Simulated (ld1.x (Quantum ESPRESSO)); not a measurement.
**What the settings do to the TM semilocal potential of Nb (Z = 41)**

Base potential:

niobium, norm-conserving Troullier–Martins (semilocal form), made with ld1.x (Quantum ESPRESSO) 7.5 (BLYP, scalar-relativistic). Core [Kr], reference 4d4 5s1 5p0. Waves: 5s (bound): rc 3.10 bohr; 5p (bound, empty): rc 3.15 bohr; 4d (bound): rc 1.55 bohr. Local part: the d channel. Core correction: a·sin(br)/r model core inside 0.85 bohr.

Cutoffs, loose and tight: the cutoffs (Ry, on a coarse ladder) from which the occupation-weighted sum of valence levels, in a spherical-Bessel basis at the reference potential, stays within 10 and 1 mRy of its value at 400 Ry. They do not see the model core or the augmentation charge, which bear on the density cutoff. Test errors are all-electron minus pseudo excitation energies from the reference, over the configurations 4d4 5s0 5p0; 4d3 5s0 5p0; 4d2 5s0 5p0; 4d4 5s0 5p1; 4d1 5s0 5p0; 4d5 5s0 5p0; 4d4 5s0.5 5p0. A dash means not determined; rows that change the core or the reference have their own tests.

A true bound ghost makes a file unfit for plane-wave use even where its test errors are small: the radial tests pick states by their node count and pass the ghost by.

In the semilocal form every listed channel keeps its own potential, so the choice of the local channel does not act on these tests. It acts once the file is put into the separable form.

A semilocal file is local in each channel, so a ghost entry of none says nothing of the separable form that plane-wave codes build from it.

```tsv
change	outcome	cutoff, loose	cutoff, tight	bound ghosts	largest test error (meV)
base	generated	40 Ry	50 Ry	none	-1411
functional PBEsol	generated	40 Ry	50 Ry	none	-1539
core correction a·sin(br)/r model core inside 0.84 bohr	generated	40 Ry	50 Ry	none	-1411
type RRKJ, which also changes the form from semilocal to separable; local potential all-electron potential smoothed inside 1.30 bohr (lloc = -2); rho0 0.01	generated	35 Ry	70 Ry	s, p	-1511
wave 5p (bound): rc 3.15 bohr becomes 5p (bound): rc 2.16 bohr	generated	40 Ry	50 Ry	none	-1411
local potential the p channel	generated	40 Ry	50 Ry	none	-1411
wave 5s (bound): rc 3.10 bohr becomes 5s (bound): rc 4.74 bohr	generated	40 Ry	50 Ry	none	-2010
wave 4d (bound): rc 1.55 bohr becomes 4d (bound): rc 1.30 bohr	generated	50 Ry	80 Ry	none	-1412
all radii but the core radius scaled by about 1.08 (s 3.36, p 3.42, d 1.68 bohr)	generated	35 Ry	45 Ry	none	-1442
```
